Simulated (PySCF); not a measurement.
C3H5ClOSi, SMILES O1C[Si@@H](C=C1)Cl. Coordinates come from a PBE-D3(BJ)/def2-SVP optimisation. The structure was generated by enumeration; whether it is a known compound was not checked. One conformer was computed; it need not be the lowest.

The numbers are results of PBE-D3(BJ)/def2-SVP in PySCF, not measurements.

Harmonic wavenumbers (cm⁻¹): 96, 154, 219, 407, 461, 541, 612, 654, 710, 722, 741, 830, 843, 901, 931, 1006, 1150, 1168, 1250, 1295, 1384, 1571, 2186, 2990, 3059, 3109, 3179. Rotational constants (GHz): 4.912, 1.514, 1.358; symmetry number 1.

Question: Work out the zero-point energy and the ideal-gas rigid-rotor harmonic-oscillator thermochemistry at 298.15 K and 1 atm.

Answer: ZPE = ½ Σ hcν = ½ × 32169 cm⁻¹ = 45.99 kcal/mol. H − E(el) = 50.62 kcal/mol. Entropy in cal/(mol K): translation 40.28, rotation 27.86, vibration 12.91, total 81.05. G − E(el) = 26.46 kcal/mol. Cp = 25.32 cal/(mol K). Modes under 150 cm⁻¹ make the vibrational entropy uncertain.
